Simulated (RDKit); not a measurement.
A run for RDKit: UFF on CH3I (SMILES CI).

```python
from rdkit import Chem
from rdkit.Chem import AllChem, rdDetermineBonds

blocks = [
'''5

C     1.13491521   -1.19410530    2.94098175
I    -0.93520010   -0.80571809    3.41155398
H     1.35734553   -2.19947690    3.27914660
H     1.23593003   -1.09702227    1.86538912
H     1.72651631   -0.45595828    3.46989096
''',
]
mol = None
for b in blocks:
    f = Chem.MolFromXYZBlock(b)
    rdDetermineBonds.DetermineBonds(f, charge=0)
    mol = f if mol is None else Chem.CombineMols(mol, f)
Chem.SanitizeMol(mol)
print(Chem.MolToSmiles(Chem.RemoveHs(mol)))
ff = AllChem.UFFGetMoleculeForceField(mol, vdwThresh=100.0, ignoreInterfragInteractions=False)
e = ff.CalcEnergy()
print(f'UFF energy {e:.6f} kcal/mol')
```

It printed:

```
CI
UFF energy 1.140620 kcal/mol
```

The run finished.

Cost: roughly 0.010 core-seconds.
